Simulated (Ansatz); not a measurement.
Method: Ansatz (a first-principles code) with frozen-core CCSD(T)/def2-TZVPP // B3LYP-D3(BJ)/def2-TZVP. The geometry is that of the parent before the electron was removed.

Ansatz 0.2 input:
```yaml
crystal:
  periodic: [false, false, false]
  atoms:
    - { symbol: Cl, position_ang: [-1.843068, 1.232137, -0.061335] }
    - { symbol: Sn, position_ang: [-0.005512, -0.21166, 0.007052] }
    - { symbol: Cl, position_ang: [1.90474, 1.135992, -0.017563] }
    - { symbol: H, position_ang: [-0.04388, -1.029162, 1.4965] }
    - { symbol: H, position_ang: [-0.01228, -1.127308, -1.424654] }
basis:
  gaussian: { orbitals: def2-TZVPP }
correlation:
  method: ccsd_t
total_charge: 1
magnetization:
  spin_polarized: true
  initial_magnetization: 1
```

Output:

```
Functional definition: HF
1110 factors; integrals over basis functions are off by at most 8.2e-4 eV
mean field evaluation 1: about -30832.2225 eV, gradient 2.3e1 eV
mean field evaluation 2: about -30832.2281 eV, gradient 2.3e1 eV
mean field evaluation 4: about -30835.9008 eV, gradient 2.4e0 eV
mean field evaluation 8: about -30836.0282 eV, gradient 3.4e-1 eV
mean field evaluation 16: about -30836.0717 eV, gradient 8.1e-2 eV
mean field evaluation 32: about -30836.9353 eV, gradient 1.9e-2 eV
mean field evaluation 64: about -30836.0719 eV, gradient 9.1e-6 eV
mean field evaluation 96: about -30836.5735 eV, gradient 2.2e0 eV
mean field evaluation 128: about -30835.8767 eV, gradient 4.7e-6 eV
mean field evaluation 160: about -30836.8862 eV, gradient 2.7e-1 eV
mean field evaluation 192: about -30835.9197 eV, gradient 8.1e-1 eV
mean field evaluation 224: about -30836.8887 eV, gradient 8.8e-1 eV
mean field evaluation 256: about -30836.8893 eV, gradient 1.4e-2 eV
mean field evaluation 288: about -30836.9309 eV, gradient 3.4e-1 eV
mean field evaluation 320: about -30836.9353 eV, gradient 4.3e-3 eV
mean field evaluation 352: about -30835.8573 eV, gradient 2.2e0 eV
mean field evaluation 384: about -30835.6977 eV, gradient 4.3e-1 eV
mean field evaluation 416: about -30835.9350 eV, gradient 1.2e0 eV
mean field evaluation 448: about -30835.8742 eV, gradient 4.8e-1 eV
mean field evaluation 480: about -30834.8851 eV, gradient 9.9e-1 eV
mean field evaluation 512: about -30836.0687 eV, gradient 2.3e-1 eV
mean field evaluation 544: about -30835.8767 eV, gradient 4.0e-3 eV
mean field evaluation 576: about -30835.9141 eV, gradient 1.4e-2 eV
mean field evaluation 608: about -30834.2766 eV, gradient 2.5e0 eV
mean field evaluation 640: about -30836.0719 eV, gradient 3.0e-4 eV
mean field evaluation 672: about -30834.7769 eV, gradient 6.9e0 eV
mean field evaluation 704: about -30834.7667 eV, gradient 1.8e-1 eV
mean field evaluation 736: about -30836.0106 eV, gradient 5.8e-1 eV
mean field evaluation 768: about -30835.2152 eV, gradient 4.8e0 eV
mean field evaluation 800: about -30834.3397 eV, gradient 2.2e-1 eV
mean field evaluation 832: about -30836.4132 eV, gradient 4.1e-1 eV
mean field evaluation 864: about -30835.1638 eV, gradient 3.9e0 eV
mean field evaluation 896: about -30834.7626 eV, gradient 2.9e-2 eV
mean field evaluation 928: about -30836.8893 eV, gradient 1.7e-3 eV
mean field evaluation 960: about -30836.9341 eV, gradient 1.6e-1 eV
mean field evaluation 992: about -30835.7221 eV, gradient 6.0e-1 eV
mean field evaluation 1024: about -30835.6680 eV, gradient 7.1e-1 eV
mean field evaluation 1056: about -30835.7550 eV, gradient 1.1e0 eV
mean field evaluation 1088: about -30835.7271 eV, gradient 7.5e-1 eV
mean field evaluation 1120: about -30836.0719 eV, gradient 9.1e-6 eV
mean field -30836.93533599 eV, -1133.2364715720 hartree, gradient 2.6e-6 eV, S^2 0.761783; 24 other end points of the search recorded, 0 dependent functions left out
determinant -30836.93533599 eV, -1133.2364715720 hartree, with singles and doubles -30856.14975963 eV, -1133.9425886170 hartree
determinant -30836.88926294 eV, -1133.2347784190 hartree, with singles and doubles -30856.08339363 eV, -1133.9401497114 hartree
determinant -30836.42779988 eV, -1133.2178199640 hartree, with singles and doubles -30856.05800723 eV, -1133.9392167786 hartree
determinant -30836.07190519 eV, -1133.2047410756 hartree, with singles and doubles -30855.99126095 eV, -1133.9367638978 hartree
determinant -30835.91414100 eV, -1133.1989433485 hartree, with singles and doubles -30855.70530354 eV, -1133.9262551570 hartree
determinant -30835.87670059 eV, -1133.1975674386 hartree, with singles and doubles -30855.66104681 eV, -1133.9246287521 hartree
determinant -30834.76258614 eV, -1133.1566244880 hartree, with singles and doubles -30854.43945543 eV, -1133.8797360967 hartree
determinant -30834.33882714 eV, -1133.1410516317 hartree, with singles and doubles -30854.29825847 eV, -1133.8745472043 hartree
determinant -30836.93533599 eV, -1133.2364715720 hartree, with singles and doubles -30856.05449369 eV, -1133.9390876583 hartree
determinant -30836.88926294 eV, -1133.2347784190 hartree, with singles and doubles -30855.98874261 eV, -1133.9366713506 hartree
determinant -30836.42779988 eV, -1133.2178199640 hartree, with singles and doubles -30855.96204041 eV, -1133.9356900628 hartree
determinant -30836.93533599 eV, -1133.2364715720 hartree, with singles and doubles -30856.09378450 eV, -1133.9405315689 hartree
determinant -30836.88926294 eV, -1133.2347784190 hartree, with singles and doubles -30856.01229104 eV, -1133.9375367394 hartree
determinant -30836.42779988 eV, -1133.2178199640 hartree, with singles and doubles -30855.96777253 eV, -1133.9359007143 hartree
determinant -30836.07190519 eV, -1133.2047410756 hartree, with singles and doubles -30855.99410888 eV, -1133.9368685572 hartree
determinant -30835.91414100 eV, -1133.1989433485 hartree, with singles and doubles -30855.70671676 eV, -1133.9263070918 hartree
determinant -30835.87670059 eV, -1133.1975674386 hartree, with singles and doubles -30855.66418965 eV, -1133.9247442492 hartree
14 core orbitals not correlated
reference -30836.93533599 eV, -1133.2364715720 hartree; 15, 14 occupied and 133, 134 virtual orbitals, 1110 factors
second order -17.96163558 eV of doubles, -0.00000000 eV of singles
cycle   1  -19.15844109 eV  change    7.4e-6 eV  update   3.0e-6
perturbative correction -0.72306490 eV, -0.0265721451 hartree
Total energy: -30856.81684198 eV, -1133.9671034411 hartree
```

Cost: roughly 50 core-minutes.
